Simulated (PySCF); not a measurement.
acetonitrile (C₂H₃N), singlet, at a GFN2-xTB geometry. Base run: PBE/6-31G*, polarisability run with PySCF.

PySCF was given this input:
```python
from pyscf import gto, scf, dft
from pyscf.prop import polarizability

mol = gto.Mole()
mol.atom = '''
    C    -0.014757    0.011163   -1.162762
    C     0.003475   -0.002628    0.273792
    N     0.017974   -0.013596    1.416241
    H    -0.009997    1.041350   -1.516885
    H     0.865048   -0.506705   -1.542852
    H    -0.913176   -0.490678   -1.520130
'''
mol.basis = '6-31g*'
mol.charge = 0
mol.spin = 0
mol.verbose = 4
mol.build()

mf = dft.RKS(mol)
mf.xc = 'pbe'
mf.kernel()
alpha = mf.Polarizability().polarizability()[2, 2]
print('alpha_zz =', alpha)
```

The base run was repeated with changes; each row names its change, and settings that it needs were set with it.

```json
[
 {"change": "base", "alpha_zz (bohr³)": "33.78", "basis functions": "48", "core-seconds (rough)": "7"},
 {"change": "basis = def2-TZVPD", "alpha_zz (bohr³)": "40.82", "basis functions": "138", "core-seconds (rough)": "20"},
 {"change": "finite field (a.u.) = 0.05; conv_tol = 1e-11", "alpha_zz (bohr³)": "34.20", "basis functions": "48", "core-seconds (rough)": "8"},
 {"change": "basis = def2-SVP", "alpha_zz (bohr³)": "(withheld)", "basis functions": "57", "core-seconds (rough)": "7"},
 {"change": "finite field (a.u.) = 0.02; conv_tol = 1e-11", "alpha_zz (bohr³)": "33.85", "basis functions": "48", "core-seconds (rough)": "8"},
 {"change": "basis = cc-pVTZ", "alpha_zz (bohr³)": "(withheld)", "basis functions": "(withheld)", "core-seconds (rough)": "20"},
 {"change": "basis = cc-pVDZ", "alpha_zz (bohr³)": "34.58", "basis functions": "57", "core-seconds (rough)": "9"},
 {"change": "finite field (a.u.) = 2e-4; conv_tol = 1e-6", "alpha_zz (bohr³)": "20.96", "basis functions": "48", "core-seconds (rough)": "5"},
 {"change": "basis = 6-31+G*", "alpha_zz (bohr³)": "38.71", "basis functions": "60", "core-seconds (rough)": "8"},
 {"change": "basis = def2-TZVP", "alpha_zz (bohr³)": "38.72", "basis functions": "111", "core-seconds (rough)": "20"},
 {"change": "basis = aug-cc-pVDZ", "alpha_zz (bohr³)": "41.06", "basis functions": "96", "core-seconds (rough)": "20"},
 {"change": "functional = hf", "alpha_zz (bohr³)": "31.91", "basis functions": "48", "core-seconds (rough)": "0.4"}
]
```

Fill in the missing entries.


- basis = def2-SVP, alpha_zz (bohr³): 34.08
- basis = cc-pVTZ, alpha_zz (bohr³): 37.96
- basis = cc-pVTZ, basis functions: 132

Finite-field rows take the second difference of the energy in a field along z; a small field with loose convergence shows SCF noise divided by the square of the field, and a large one adds hyperpolarisability.
